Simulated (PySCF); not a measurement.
FGeH, neutral, multiplicity 1.

```xyz
3

Ge     0.0530     0.3724     0.0000
H     -1.5378     0.5547     0.0000
F     -0.0177    -1.3858     0.0000
```

Geometry: ωB97X-D3(BJ)/def2-TZVP.

Computed with PBE0/pcSseg-2 run with PySCF. Non-relativistic, no solvent.

Question: Give the absolute GIAO shielding of each atom: isotropic value and principal components (ppm). (An estimate is asked for; the answer gives what the named calculation found.)

Answer: 
```json
[
 {"atom": "Ge1", "σ(iso)": "329.5", "σ11": "-1498.7", "σ22": "961.9", "σ33": "1525.2", "span": "3023.9"},
 {"atom": "H2", "σ(iso)": "21.8", "σ11": "14.0", "σ22": "17.8", "σ33": "33.7", "span": "19.7"},
 {"atom": "F3", "σ(iso)": "56.2", "σ11": "-375.5", "σ22": "-14.3", "σ33": "558.2", "span": "933.7"}
]
```
